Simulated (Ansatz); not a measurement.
Harmonic frequencies (cm⁻¹) at PBE0-D4/def2-TZVP from Ansatz: 68, 144, 182, 255, 443, 560, 586, 660, 702, 753, 836, 851, 939, 1059, 1245, 1301, 1465, 1584, 2148, 2166, 3045, 3105, 3557, 3650.

Each molecule was computed in one conformer, which needn't be the lowest.

(1) Which molecule is it?
A. `C[NH][GeH2][F]`
B. `O[SiH]1[SiH2][SiH2]1`
C. `[NH2][GeH2][CH2]F`
D. `[CH3][GeH]([NH2])[F]`

## Answers

(1) C.
